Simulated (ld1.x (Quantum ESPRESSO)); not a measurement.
Results of a calculation; reference values are marked as such.
Potentials for magnesium compared

Generated with ld1.x 7.5 (TM, RRKJ, ultrasoft, PAW), atompaw 4.2 or ONCVPSP 4.0.1. The cutoff is in Ry: for ld1.x and atompaw files where the sum of valence levels is converged to 10 mRy in a Bessel basis, for ONCV files where the hardest occupied wave has 1 mHa per electron of residual kinetic energy. The error is the largest all-electron minus pseudo excitation energy over each file’s own four to seven test configurations (ionisations up to +4, promotions, holes and added fractions of an electron), all of which were solved. The labels leave out finer settings (local radius, basis sizes, second energies), which also bear on the numbers. Spin-polarised tests are not counted. The rows are a selection from randomly drawn settings: files with unsolved tests, undetermined cutoffs or missed reference levels are left out.

| potential | cutoff (Ry) | largest error (meV) | bound ghosts |
| --- | --- | --- | --- |
| TM, PBEsol, non-relativistic, rc 2.65/2.15 (sp), local p, core correction no, reference 3s2 3p0 | 6 | +62 | none |
| ultrasoft, PBE, scalar-relativistic, rc 0.96/1.12/1.24 (spd), local smoothed, core correction yes, reference 2s2 2p6 3s1 3p0 | 70 | -45 | none |

**Question.** Fill in the row for Mg: RRKJ, PBE, scalar-relativistic, rc 2.65/0.75/2.75 (spd), local d, core correction no, reference 2p6 3s2 3p0.

**Answer.** cutoff 230 Ry, largest error -587 meV, bound ghosts: none.

**Question.** Fill in the row for Mg: RRKJ, PBE, non-relativistic, rc 1.85/2.10/1.95 (spd), local s, core correction yes, reference 3s2 3p0.

**Answer.** cutoff 6 Ry, largest error +96 meV, bound ghosts: none.

**Question.** Fill in the row for Mg: PAW, PBE, scalar-relativistic, rc 2.80/2.25/2.75 (spd), local d, core correction yes, reference 3s1 3p1.

**Answer.** cutoff 6 Ry, largest error -1.7 meV, bound ghosts: none.
